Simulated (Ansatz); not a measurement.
Consider the ligand exchange at the Si–C bond: `OC[SiH](F)S` + HI → `F[SiH](S)I` + CH₃OH.

Gas-phase electronic energies from Ansatz, PBE0-D4/def2-TZVP geometries. CCSD(T)/CBS adds triple-zeta CCSD(T) − MP2 to the extrapolated MP2 energy (def2 sets, frozen cores). This one scheme is used for every species. Functionals use def2-TZVPP. B3LYP here is the variant with VWN-RPA as its local correlation; programs differ in this. def2 core potentials past Kr. For I outer-core shells are correlated without core-valence functions, which leaves a few kJ/mol of doubt a bond. One conformer a species, not always the lowest.

**Question.** Is it downhill or uphill in electronic energy at CCSD(T)/CBS, and by how much? (An estimate is asked.)

**Answer.** The calculation gave: Downhill: ΔE = -0.97 eV.

**Question.** What do these levels give: r2SCAN-D4, PBE0-D4, ωB97M-V, B2PLYP, r2SCAN, PBE0, B3LYP, MP2/def2-TZVPP, CCSD(T)/def2-TZVPP, HF/def2-QZVPP, SCS-MP2/def2-QZVPP, HF/CBS(def2)? (Estimate.)

**Answer.** Ansatz gave: r2SCAN-D4 -0.93, PBE0-D4 -0.95, ωB97M-V -0.89, B2PLYP -0.94, r2SCAN -0.93, PBE0 -0.95, B3LYP -0.92, MP2/def2-TZVPP -0.99, CCSD(T)/def2-TZVPP -0.88, HF/def2-QZVPP -1.03, SCS-MP2/def2-QZVPP -1.01, HF/CBS(def2) -1.03 eV.

Largest T1 diagnostic among the species: 0.012.

From PBE to PBE0 (25 % exact exchange), in def2-TZVPP and without D4, ΔE moves by −0.04 eV.
